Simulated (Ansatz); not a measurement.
The cluster Sr5S5. The state is a singlet with charge 0. Geometry relaxed at r2SCAN-D4/def2-SVP.

```xyz
10

Sr    2.593    0.750   -1.049
Sr   -0.207   -1.683   -0.377
Sr    1.276    0.095    2.598
Sr   -2.400    0.816    1.400
Sr   -1.083    1.471   -2.247
S    -2.811   -0.287   -1.067
S     0.225    1.828    0.410
S    -1.072   -1.302    2.506
S     2.609   -1.351    0.700
S     0.870   -0.336   -2.873
```

In the def2 sets Sr takes a core potential; there is no spin–orbit coupling. The structure comes from a short search, and lower isomers may exist.

Task: Estimate the harmonic wavenumbers at RKS r2SCAN-D4/def2-SVP (Ansatz, unscaled). Is this a minimum?

Result: 66, 72, 96, 96, 96, 97, 117, 123, 123, 151, 152, 152, 163, 189, 201, 201, 244, 276, 277, 277, 283, 283, 286, 286 cm⁻¹. Yes, no mode is imaginary beyond noise. Zero-point energy 25.8 kJ/mol. Run time 98 s (2 threads of AMD EPYC 7R13 on a shared host and a share (18 GiB) of an NVIDIA H100 80GB HBM3), peak host memory 0.96 GiB.
